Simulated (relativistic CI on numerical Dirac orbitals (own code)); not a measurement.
V²⁺ in a cubic cluster: L2,3 absorption with charge transfer

Computed with a charge-transfer multiplet model of a cubic metal-ligand cluster with up to one ligand hole, Slater and spin-orbit integrals from Dirac-Coulomb-Breit ions, Slater integrals scaled by 0.8. The ground state mixes d3 with configurations of k ligand holes L, whose averages lie at kΔ + k(k − 1)U_dd/2; a core hole lowers each added d electron by U_cd. 20 K, Lorentzian 0.4 eV and Gaussian 0.3 eV FWHM.

Atomic integrals in eV (Slater integrals scaled, ζ unscaled), ground: F2dd 7.134, F4dd 4.434, zeta_d 0.019; with the core hole: F2dd 7.850, F4dd 4.885, zeta_d 0.030, zeta_core 4.613, F2cd 4.315, G1cd 3.109, G3cd 1.763.

Cluster parameters (eV): Δ = 4.5, U_cd = 7, 10Dq = 1.25, 10Dq(ligand) = 1.3, V(eg) = 2.1, V(t2g) = -1.01, final-state hopping factor = 0.8.

```
         Case   n_d    d3   d4L     S
U_dd = 5.5 eV  3.29  0.71  0.29  1.50
U_dd = 6.2 eV  3.29  0.71  0.29  1.50
U_dd = 7.6 eV  3.29  0.71  0.29  1.50
```

Weights, n_d and S are thermal averages at 20 K. Photon energies count from the first peak over 30 % of the highest in each spectrum, which can be another peak from case to case. The parameters are a model scan and need not match a compound or its usual spin state. Peaks in eV (height, largest 100):
- U_dd = 5.5 eV: 0.0 (65), 1.0 (100), 1.8 (76), 4.4 (13), 7.2 (69), 8.3 (43), 9.0 (48)
- U_dd = 6.2 eV: 0.0 (65), 1.1 (100), 1.8 (77), 3.4 (20), 4.4 (13), 7.2 (68), 8.3 (42), 9.0 (49)
- U_dd = 7.6 eV: 0.0 (64), 1.0 (100), 1.8 (80), 4.4 (12), 7.0 (73), 8.1 (44), 8.9 (51)

Curve for U_dd = 7.6 eV (points under 2 left out, the grid thinned):

| E (eV) | Intensity |
| --- | --- |
| -2.3 | 2.2 |
| -2.0 | 3.0 |
| -1.7 | 3.7 |
| -1.3 | 6.5 |
| -1.0 | 12.3 |
| -0.7 | 22.0 |
| -0.3 | 46.0 |
| 0.0 | 63.6 |
| 0.3 | 46.2 |
| 0.6 | 66.1 |
| 0.9 | 97.5 |
| 1.3 | 89.1 |
| 1.6 | 78.4 |
| 1.9 | 78.7 |
| 2.3 | 49.6 |
| 2.6 | 30.2 |
| 2.9 | 21.3 |
| 3.2 | 18.5 |
| 3.5 | 17.8 |
| 3.9 | 14.2 |
| 4.2 | 11.8 |
| 4.5 | 12.4 |
| 4.9 | 9.7 |
| 5.2 | 9.1 |
| 5.5 | 10.7 |
| 5.8 | 16.2 |
| 6.1 | 24.3 |
| 6.5 | 38.5 |
| 6.8 | 62.6 |
| 7.1 | 72.0 |
| 7.5 | 48.1 |
| 7.8 | 40.2 |
| 8.1 | 43.6 |
| 8.4 | 40.1 |
| 8.7 | 45.6 |
| 9.1 | 45.9 |
| 9.4 | 28.4 |
| 9.7 | 16.4 |
| 10.1 | 9.2 |
| 10.4 | 6.5 |
| 10.7 | 4.8 |
| 11.0 | 3.8 |
| 11.3 | 3.1 |
| 11.7 | 2.4 |
| 12.0 | 2.0 |

For the case U_dd = 5.5 eV, Δ = 4.5 eV is smaller than U_dd = 5.5 eV, the charge-transfer side of the Zaanen-Sawatzky-Allen scheme. With the core hole the configuration with one ligand hole lies at Δ + U_dd − U_cd = 3.0, 3.7, 5.1 eV from the one without, in the order of the table; where this is negative the screened configuration lies lower, though the effective hopping of about 3.5 eV (from the holes of the mixed ground state) mixes the two strongly wherever it is as large as the gap.

With at most 1 ligand hole the space is cut while the next configuration still counts, so covalency is underestimated, and a final configuration with one more ligand hole, which can lie low, is missing from the spectra.
